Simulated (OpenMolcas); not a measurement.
**Cu4+, Ag4+, Au4+: d⁷ down the group**

```yaml
Program: OpenMolcas 26.06
Method: MS-CASPT2, IPEA 0.25 Eh, imaginary shift 0.1 Eh
Basis: ANO-RCC-VTZP
Scalar_Hamiltonian: DKH2, point nucleus
Spin-orbit_coupling: state interaction with AMFI integrals over the reference wave functions, term energies averaged over their components
```

Active space for each ion: 7 electrons in 5 orbitals (d); closed shells correlated by CASPT2: Cu4+ 3s 3p; Ag4+ 4s 4p; Au4+ 5s 5p.

Computed levels in cm-1 above ⁴F_9/2:

| Level | Cu4+ | Ag4+ | Au4+ |
| --- | --- | --- | --- |
| ⁴F_7/2 | 1554 | 3500 | 12240 |
| ⁴F_3/2 | 3410 | 6860 | 19710 |
| ⁴P_5/2 | 20900 | 15520 | 20700 |
| ⁴P_1/2 | 22030 | 17630 | 24470 |
| ²G_9/2 | 22330 | 17500 | 22140 |
| ²G_7/2 | 23810 | 20870 | 30350 |
| ²P_1/2 | 28020 | 24930 | 40510 |
| ²H_11/2 | 30710 | 23690 | 29250 |
| ²D_5/2(1) | 30940 | 24980 | 35540 |
| weight of ⁴F in the lowest level (%) | 100 | 97 | 82 |

Mixed levels, with the weight of the term that names them: Au4+ ⁴F_3/2 (51 %), Au4+ ⁴P_5/2 (72 %), Au4+ ⁴P_1/2 (65 %), Au4+ ²G_9/2 (55 %), Au4+ ²P_1/2 (65 %), Au4+ ²D_5/2(1) (67 %).

Measured, with the error of the calculation in %. Measured levels: Cu4+ from Sugar and Musgrove, J. Phys. Chem. Ref. Data 19, 527 (1990); Ag4+ from the list in Gamrath, thesis, University of Mons (2023).

```csv
Level,Cu4+,Ag4+
⁴F_7/2,1616 (-3.8),3690 (-5.2)
⁴F_3/2,3528 (-3.3),7097 (-3.4)
⁴P_5/2,20827 (+0.3),14899 (+4.1)
⁴P_1/2,21935 (+0.5),17067 (+3.3)
²G_9/2,22575 (-1.1),16875 (+3.7)
²G_7/2,24100 (-1.2),20442 (+2.1)
²P_1/2,28367 (-1.2),24599 (+1.3)
²H_11/2,30402 (+1.0),22532 (+5.1)
²D_5/2(1),30966 (-0.1),24361 (+2.5)
```

The fine-structure level ⁴F_3/2 changes by a factor of 5.78 from Cu4+ to Au4+.

Without spin-orbit coupling ⁴P lies 19890, 13290, 11340 cm-1 above ⁴F in that order; the difference to the level ⁴P_5/2, of either sign, comes from spin-orbit coupling, which also lowers the zero.

CASPT2 does not keep the components of a term degenerate, so their means are used; among the terms shown or strongly mixed into the levels shown the widest spread is 960 cm-1 (5d⁷ ⁴F, Au4+). The CASPT2 spread within a term exceeds the gap to the next term for 3d⁷ ²H and 3d⁷ ²D(1), so the order of their levels is uncertain (holds for Cu4+). Measured partners are found by configuration, term and J. A level has none where our copy of the source lacks it or the pairing is in doubt (some pairs that miss far off the trend of their configuration count as doubtful), and it then counts in no deviation. Only configurations of the active space appear.

A number in round brackets counts repeated terms of one configuration in the order of the reference energies.
